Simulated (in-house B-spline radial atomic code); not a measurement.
Two electrons outside the 1s2 core: the manganese ion Mn²¹⁺

Computed with an all-electron radial atomic-structure program (B-spline basis): configuration interaction (CI) of the two valence electrons in the field of the frozen Dirac-Fock core, alone and with many-body perturbation theory for the core (screened one- and two-electron correlation potentials), Breit and QED terms; no-pair Dirac Hamiltonian, finite nucleus. Labels give the configuration (outer n counted up each series) and the leading LS term, or the jj pair where no LS term holds 70 %.

Command:
```bash
python run_mb.py task.json out
```
Settings (nuclear radius in fm, box in bohr, cutoff in hartree):
```
basis_form          3
Z                   25
core_configuration  1s2
rms_radius          3.7057
mass_number         55
speed_of_light      137.036
box_radius          3.913
lmax                6
intervals           59
virtual_cutoff      1250.0
```

Run time, properties included: 62 s on 1 thread of Arm Neoverse V2, with other jobs on the host.

Excitation energies (eV):

```json
{"level": "2s2 1S0", "purity of the LS term": "1.0", "CI alone": "0", "CI + MBPT + Breit + QED": "0"}
{"level": "2s2p 3P°0", "purity of the LS term": "1.0", "CI alone": "41.342", "CI + MBPT + Breit + QED": "41.301"}
{"level": "2s2p 3P°1", "purity of the LS term": "0.979", "CI alone": "44.876", "CI + MBPT + Breit + QED": "44.615"}
{"level": "2s2p 3P°2", "purity of the LS term": "1.0", "CI alone": "54.79", "CI + MBPT + Breit + QED": "54.168"}
{"level": "2s2p 1P°1", "purity of the LS term": "0.979", "CI alone": "88.578", "CI + MBPT + Breit + QED": "87.905"}
{"level": "2p2 3P0", "purity of the LS term": "0.946", "CI alone": "113.33", "CI + MBPT + Breit + QED": "112.86"}
{"level": "2p2 3P1", "purity of the LS term": "1.0", "CI alone": "?", "CI + MBPT + Breit + QED": "?"}
{"level": "2p2 3P2", "purity of the LS term": "0.769", "CI alone": "126.07", "CI + MBPT + Breit + QED": "124.96"}
{"level": "2p2 1D2", "purity of the LS term": "0.768", "CI alone": "140.76", "CI + MBPT + Breit + QED": "139.52"}
{"level": "2p2 1S0", "purity of the LS term": "0.946", "CI alone": "166.49", "CI + MBPT + Breit + QED": "165.73"}
{"level": "2s3s 3S1", "purity of the LS term": "1.0", "CI alone": "1014.2", "CI + MBPT + Breit + QED": "1013.5"}
{"level": "2s3s 1S0", "purity of the LS term": "1.0", "CI alone": "?", "CI + MBPT + Breit + QED": "?"}
```

**Question.** Where does 2s3s 1S0 lie?

**Answer.** 1022.2 eV in CI alone and 1021.6 eV with all corrections.

**Question.** Where does 2p2 3P1 lie?

**Answer.** 120.74 eV in CI alone and 119.97 eV with all corrections.

**Question.** What is the first ionisation energy?

**Answer.** 1789.5 eV to the 2s1/2 state of the next ion (1790.3 eV from CI alone). NIST lists 1788.7 ± 0.6 eV (semi-empirical).

Some electric-dipole lines (reduced elements in atomic units, length form; vacuum wavelengths from the computed energies):

```tsv
upper	lower	D bare (size)	D with core polarisation (size)	λ (nm)	A (s⁻¹)
2s2p 3P°1	2s2 1S0	0.0347	0.0346	27.79	3.8e+07
2s2p 1P°1	2s2 1S0	0.271	0.27	14.104	1.8e+10
2p2 3P0	2s2p 3P°1	0.184	0.183	18.168	1.1e+10
2p2 3P2	2s2p 3P°1	0.206	0.206	15.432	4.7e+09
2p2 1D2	2s2p 3P°1	0.0457	0.0456	13.064	3.8e+08
2p2 1S0	2s2p 3P°1	0.00901	0.00899	10.237	1.5e+08
2s3s 3S1	2s2p 3P°0	0.033	0.0331	1.2752	3.6e+11
2s3s 3S1	2s2p 3P°1	0.0573	0.0575	1.2796	1.1e+12
```

Weak lines are less accurate than strong ones.
